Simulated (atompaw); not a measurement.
## chlorine PAW (atompaw): all-electron and pseudo phase curves

| Quantity | Value |
| --- | --- |
| Element | Cl (Z = 17) |
| Generator | atompaw 4.2.0.5 |
| Type | PAW |
| Functional | LDA (PW92) |
| Relativity | scalar-relativistic |
| Frozen core | [Ne] |
| Valence charge | 7 |
| Reference configuration | 3s2 3p4.5 (charge +0.5) |
| Partial waves | 3s (bound): rc 1.55 bohr; 3s channel at 1.35 Ry: rc 1.55 bohr; 3p (bound): rc 1.55 bohr; 3p channel at -0.55 Ry: rc 1.55 bohr; 3d channel at 0.5 Ry: rc 1.40 bohr |
| Local potential | ultrasoft scheme with l = 3 at 0 Ry, radius 1.50 bohr |
| Core correction | smooth core density matched at 1.30 bohr |
| Augmentation charge | sinc compensation charge, radius 1.20 bohr; PAW radius 1.55 bohr; waves and projectors: custom rrkj vanderbiltortho |

The phase is arctan(r·u′/u) with u = r·R(r), unwrapped; energies in Ry, scanned from -4 to 5 Ry. A pole is an energy at which the radial function vanishes at the test radius. The pseudo phase is shifted by a multiple of π to meet the all-electron one at the reference energy, and phase errors are pseudo minus all-electron; the curves can meet again beyond the range given. Levels narrower than the energy grid can be missing from the lists of poles.

| channel | radius (bohr) | reference energy (Ry) | poles, all-electron | poles, pseudo | unbroken range about the reference energy with phases within 0.05 rad | phase error 1 Ry above the reference energy (rad) |
| --- | --- | --- | --- | --- | --- | --- |
| s | 1.55 | -1.92 | 2.16 | 2.16 | the whole range | -0.000 |
| p | 1.55 | -1.02 | 3.41 | 3.40 | the whole range | +0.000 |
| d | 1.55 | 0.50 | 4.31 | 4.39 | the whole range | +0.001 |

Phases in the d channel:

| E (Ry) | all-electron | pseudo |
| --- | --- | --- |
| -4.00 | 1.237 | 1.237 |
| -3.52 | 1.214 | 1.214 |
| -3.04 | 1.186 | 1.186 |
| -2.56 | 1.151 | 1.151 |
| -2.08 | 1.105 | 1.105 |
| -1.60 | 1.044 | 1.044 |
| -1.12 | 0.956 | 0.957 |
| -0.64 | 0.824 | 0.824 |
| -0.16 | 0.609 | 0.609 |
| 0.32 | 0.245 | 0.245 |
| 0.80 | -0.278 | -0.278 |
| 1.28 | -0.759 | -0.758 |
| 1.76 | -1.066 | -1.064 |
| 2.24 | -1.250 | -1.247 |
| 2.72 | -1.367 | -1.363 |
| 3.20 | -1.448 | -1.444 |
| 3.68 | -1.509 | -1.504 |
| 4.16 | -1.557 | -1.551 |
| 4.64 | -1.598 | -1.591 |
